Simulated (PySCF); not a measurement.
H2O4S, charge +1, doublet, geometry from GFN2-xTB (a state made from the parent by changing its charge; the spin is typed, not shown lowest); DF-R2SCAN/6-311+G(2d,p) (PySCF).

The PySCF input:
```python
from pyscf import gto, scf, dft

mol = gto.M(
    atom='''
O    -0.46529138    1.41220598   -0.07095844
S    -0.01626657   -0.02567348   -0.00245745
O    -0.36107300   -0.82927774   -1.16232897
O    -0.68935298   -0.82860665    1.00363709
O     1.46298435    0.16245005    0.22168374
H    -1.38901452    1.65960187   -0.21103719
H     2.07114373   -0.58299923    0.31408907
''',
    basis='6-311+g(2d,p)',
    charge=1,
    spin=1,
    verbose=4,
)

mf = dft.UKS(mol)
mf.xc = 'r2scan'
mf = mf.density_fit(auxbasis='def2-universal-jkfit')
mf.kernel()
mf.analyze()
```

What the program printed (banner, timings and long lists left out):

```
PySCF version 2.14.0

[INPUT] verbose = 4
[INPUT] num. atoms = 7
[INPUT] num. electrons = 49
[INPUT] charge = 1
[INPUT] spin (= nelec alpha-beta = 2S) = 1
[INPUT] symmetry False subgroup None
[INPUT] Mole.unit = angstrom
[INPUT] Symbol           X                Y                Z      unit          X                Y                Z       unit  Magmom
[...]
nuclear repulsion = 292.648928755929
number of shells = 67
number of NR pGTOs = 230
number of NR cGTOs = 155
basis = 6-311+g(2d,p)
ecp = {}

******** <class 'pyscf.df.df_jk.DFUKS'> ********
method = DFUKS
initial guess = minao
damping factor = 0
level_shift factor = 0
DIIS = <class 'pyscf.scf.diis.CDIIS'>
diis_start_cycle = 1
diis_space = 8
diis_damp = 0
SCF conv_tol = 1e-09
SCF conv_tol_grad = None
SCF max_cycles = 50
direct_scf = False
number electrons alpha = 25  beta = 24
XC library pyscf.dft.libxc version 7.1.2
    S. Lehtola, C. Steigemann, M. J. T. Oliveira, and M. A. L. Marques,  SoftwareX 7, 1–5 (2018)
XC functionals = r2scan
    J. W. Furness, A. D. Kaplan, J. Ning, J. P. Perdew, and J. Sun,  J. Phys. Chem. Lett. 11, 8208–8215 (2020)
    J. W. Furness, A. D. Kaplan, J. Ning, J. P. Perdew, and J. Sun,  J. Phys. Chem. Lett. 11, 9248–9248 (2020)
    J. W. Furness, A. D. Kaplan, J. Ning, J. P. Perdew, and J. Sun,  J. Phys. Chem. Lett. 11, 8208–8215 (2020)
    J. W. Furness, A. D. Kaplan, J. Ning, J. P. Perdew, and J. Sun,  J. Phys. Chem. Lett. 11, 9248–9248 (2020)
radial grids:
    Treutler-Ahlrichs [JCP 102, 346 (1995); DOI:10.1063/1.469408] (M4) radial grids

becke partition: Becke, JCP 88, 2547 (1988); DOI:10.1063/1.454033
pruning grids: <function nwchem_prune>
grids dens level: 3
symmetrized grids: False
atomic radii adjust function: <function treutler_atomic_radii_adjust>
small_rho_cutoff = 0
Set gradient conv threshold to 3.16228e-05
tot grids = 94824
init E= -701.669997174007

cycle= 1 E= -699.586485011155  delta_E= 2.08  |g|= 0.797  |ddm|= 1.88
cycle= 2 E= -699.136200304321  delta_E= 0.45  |g|= 1.41  |ddm|= 1.47
cycle= 3 E= -699.79537306112  delta_E= -0.659  |g|= 0.119  |ddm|= 0.979
cycle= 4 E= -699.796465883483  delta_E= -0.00109  |g|= 0.106  |ddm|= 0.166
cycle= 5 E= -699.800535520205  delta_E= -0.00407  |g|= 0.0191  |ddm|= 0.0904
cycle= 6 E= -699.800694533875  delta_E= -0.000159  |g|= 0.00431  |ddm|= 0.0199
cycle= 7 E= -699.800703468814  delta_E= -8.93e-06  |g|= 0.00114  |ddm|= 0.00487
cycle= 8 E= -699.800704290684  delta_E= -8.22e-07  |g|= 0.000445  |ddm|= 0.00208
cycle= 9 E= -699.800704089246  delta_E= 2.01e-07  |g|= 0.000863  |ddm|= 0.000906
cycle= 10 E= -699.800704390684  delta_E= -3.01e-07  |g|= 0.000107  |ddm|= 0.000628
cycle= 11 E= -699.80070439662  delta_E= -5.94e-09  |g|= 1.44e-05  |ddm|= 0.00014
cycle= 12 E= -699.80070439672  delta_E= -1e-10  |g|= 8.11e-06  |ddm|= 2.66e-05
Extra cycle  E= -699.800704396716  delta_E= 4.66e-12  |g|= 9.37e-06  |ddm|= 1.57e-05
converged SCF energy = -699.800704396716  <S^2> = 0.75920979  2S+1 = 2.0091887
**** SCF Summaries ****
Total Energy =                        -699.800704396715787
Nuclear Repulsion Energy =             292.648928755929433
One-electron Energy =                -1531.926772342968661
Two-electron Energy =                  539.477139190323442
Two-electron Coulomb Energy =          599.981147666038851
DFT Exchange-Correlation Energy =      -60.504008475715416
**** MO energy ****
                             alpha | beta                alpha | beta
[...]
To work with the spin densities directly, `use mulliken_meta_spin()` only printing them here.

 ** Mulliken spin pop alpha/beta on meta-lowdin orthogonal AOs **
 ** Mulliken Spin Density (per AO)  **
spin_pop of  0 O 1s       -0.00000
spin_pop of  0 O 2s       -0.00112
spin_pop of  0 O 3s       -0.00014
spin_pop of  0 O 4s       -0.00009
spin_pop of  0 O 5s       -0.00006
spin_pop of  0 O 2px      -0.00002
spin_pop of  0 O 2py      -0.00461
spin_pop of  0 O 2pz       0.02352
spin_pop of  0 O 3px      -0.00021
spin_pop of  0 O 3py      -0.00009
spin_pop of  0 O 3pz      -0.00008
spin_pop of  0 O 4px      -0.00004
spin_pop of  0 O 4py      -0.00024
spin_pop of  0 O 4pz      -0.00002
spin_pop of  0 O 5px      -0.00001
spin_pop of  0 O 5py      -0.00001
spin_pop of  0 O 5pz      -0.00001
spin_pop of  0 O 3dxy     -0.00004
spin_pop of  0 O 3dyz     -0.00008
spin_pop of  0 O 3dz^2    -0.00011
spin_pop of  0 O 3dxz      0.00001
spin_pop of  0 O 3dx2-y2   -0.00003
spin_pop of  0 O 4dxy     -0.00002
spin_pop of  0 O 4dyz     -0.00002
spin_pop of  0 O 4dz^2    -0.00002
spin_pop of  0 O 4dxz     -0.00000
spin_pop of  0 O 4dx2-y2   -0.00001
spin_pop of  1 S 1s        0.00000
spin_pop of  1 S 2s       -0.00000
spin_pop of  1 S 3s       -0.00749
spin_pop of  1 S 4s        0.00005
spin_pop of  1 S 5s        0.00004
spin_pop of  1 S 6s        0.00004
spin_pop of  1 S 7s        0.00001
spin_pop of  1 S 2px      -0.00000
spin_pop of  1 S 2py      -0.00000
spin_pop of  1 S 2pz      -0.00000
spin_pop of  1 S 3px      -0.01650
spin_pop of  1 S 3py      -0.02442
spin_pop of  1 S 3pz      -0.00989
spin_pop of  1 S 4px       0.00001
spin_pop of  1 S 4py       0.00001
spin_pop of  1 S 4pz      -0.00050
spin_pop of  1 S 5px      -0.00008
spin_pop of  1 S 5py      -0.00013
spin_pop of  1 S 5pz       0.00049
spin_pop of  1 S 6px      -0.00001
spin_pop of  1 S 6py      -0.00002
spin_pop of  1 S 6pz       0.00003
spin_pop of  1 S 7px      -0.00000
spin_pop of  1 S 7py      -0.00000
spin_pop of  1 S 7pz       0.00001
spin_pop of  1 S 3dxy     -0.00151
spin_pop of  1 S 3dyz     -0.00063
spin_pop of  1 S 3dz^2    -0.00778
spin_pop of  1 S 3dxz     -0.00186
spin_pop of  1 S 3dx2-y2   -0.00165
spin_pop of  1 S 4dxy     -0.00000
spin_pop of  1 S 4dyz      0.00032
spin_pop of  1 S 4dz^2    -0.00028
spin_pop of  1 S 4dxz      0.00010
spin_pop of  1 S 4dx2-y2   -0.00010
spin_pop of  2 O 1s       -0.00000
spin_pop of  2 O 2s        0.00555
spin_pop of  2 O 3s       -0.00037
spin_pop of  2 O 4s       -0.00007
spin_pop of  2 O 5s       -0.00004
spin_pop of  2 O 2px       0.09888
spin_pop of  2 O 2py       0.12046
spin_pop of  2 O 2pz       0.29405
spin_pop of  2 O 3px       0.00035
spin_pop of  2 O 3py       0.00046
spin_pop of  2 O 3pz       0.00085
spin_pop of  2 O 4px      -0.00021
spin_pop of  2 O 4py      -0.00030
spin_pop of  2 O 4pz       0.00002
spin_pop of  2 O 5px      -0.00006
spin_pop of  2 O 5py      -0.00001
spin_pop of  2 O 5pz      -0.00007
spin_pop of  2 O 3dxy      0.00016
spin_pop of  2 O 3dyz     -0.00001
spin_pop of  2 O 3dz^2     0.00088
spin_pop of  2 O 3dxz     -0.00017
spin_pop of  2 O 3dx2-y2   -0.00004
spin_pop of  2 O 4dxy     -0.00002
spin_pop of  2 O 4dyz      0.00002
spin_pop of  2 O 4dz^2    -0.00008
spin_pop of  2 O 4dxz     -0.00003
spin_pop of  2 O 4dx2-y2   -0.00002
spin_pop of  3 O 1s       -0.00000
spin_pop of  3 O 2s        0.00556
spin_pop of  3 O 3s       -0.00037
spin_pop of  3 O 4s       -0.00007
spin_pop of  3 O 5s       -0.00004
spin_pop of  3 O 2px       0.02514
spin_pop of  3 O 2py       0.12074
spin_pop of  3 O 2pz       0.36753
spin_pop of  3 O 3px       0.00023
spin_pop of  3 O 3py       0.00046
spin_pop of  3 O 3pz       0.00097
spin_pop of  3 O 4px      -0.00016
spin_pop of  3 O 4py      -0.00030
spin_pop of  3 O 4pz      -0.00003
spin_pop of  3 O 5px      -0.00005
spin_pop of  3 O 5py      -0.00001
spin_pop of  3 O 5pz      -0.00008
spin_pop of  3 O 3dxy      0.00000
spin_pop of  3 O 3dyz      0.00014
spin_pop of  3 O 3dz^2     0.00044
spin_pop of  3 O 3dxz      0.00023
spin_pop of  3 O 3dx2-y2    0.00000
spin_pop of  3 O 4dxy     -0.00003
spin_pop of  3 O 4dyz      0.00003
spin_pop of  3 O 4dz^2    -0.00011
spin_pop of  3 O 4dxz      0.00000
spin_pop of  3 O 4dx2-y2   -0.00001
spin_pop of  4 O 1s       -0.00000
spin_pop of  4 O 2s       -0.00112
spin_pop of  4 O 3s       -0.00014
spin_pop of  4 O 4s       -0.00009
spin_pop of  4 O 5s       -0.00006
spin_pop of  4 O 2px      -0.00304
spin_pop of  4 O 2py      -0.00151
spin_pop of  4 O 2pz       0.02346
spin_pop of  4 O 3px      -0.00003
spin_pop of  4 O 3py      -0.00028
spin_pop of  4 O 3pz      -0.00008
spin_pop of  4 O 4px      -0.00027
spin_pop of  4 O 4py      -0.00000
spin_pop of  4 O 4pz      -0.00002
spin_pop of  4 O 5px      -0.00000
spin_pop of  4 O 5py      -0.00001
spin_pop of  4 O 5pz      -0.00001
spin_pop of  4 O 3dxy     -0.00001
spin_pop of  4 O 3dyz      0.00002
spin_pop of  4 O 3dz^2    -0.00011
spin_pop of  4 O 3dxz     -0.00009
spin_pop of  4 O 3dx2-y2   -0.00006
spin_pop of  4 O 4dxy     -0.00002
spin_pop of  4 O 4dyz     -0.00000
spin_pop of  4 O 4dz^2    -0.00002
spin_pop of  4 O 4dxz     -0.00002
spin_pop of  4 O 4dx2-y2   -0.00001
spin_pop of  5 H 1s       -0.00076
spin_pop of  5 H 2s       -0.00003
spin_pop of  5 H 3s       -0.00002
spin_pop of  5 H 2px      -0.00000
spin_pop of  5 H 2py      -0.00001
spin_pop of  5 H 2pz       0.00003
spin_pop of  6 H 1s       -0.00076
spin_pop of  6 H 2s       -0.00003
spin_pop of  6 H 3s       -0.00002
spin_pop of  6 H 2px      -0.00001
spin_pop of  6 H 2py      -0.00001
spin_pop of  6 H 2pz       0.00003
 ** Mulliken Spin Density (per atom)  **
spin density of  0 O =      0.01646
spin density of  1 S =     -0.07172
spin density of  2 O =      0.52018
spin density of  3 O =      0.52021
spin density of  4 O =      0.01647
spin density of  5 H =     -0.00080
spin density of  6 H =     -0.00080
 ** Mulliken pop alpha/beta on meta-lowdin orthogonal AOs **
 ** Mulliken pop       alpha | beta **
In total            25.00000 | 24.00000
 ** Mulliken atomic charges   ( Nelec_alpha | Nelec_beta ) **
charge of  0O =     -0.57618  (     4.29632      4.27986 )
charge of  1S =      2.21917  (     6.85456      6.92628 )
charge of  2O =     -0.47822  (     4.49920      3.97902 )
charge of  3O =     -0.47822  (     4.49921      3.97901 )
charge of  4O =     -0.57618  (     4.29632      4.27986 )
charge of  5H =      0.44481  (     0.27720      0.27799 )
charge of  6H =      0.44481  (     0.27720      0.27799 )

WARN: System has nonzero charge 1; the dipole moment is origin-dependent.
Location of origin: [0. 0. 0.]

Dipole moment(X, Y, Z, Debye):  0.87157,  1.37555,  0.13165
```
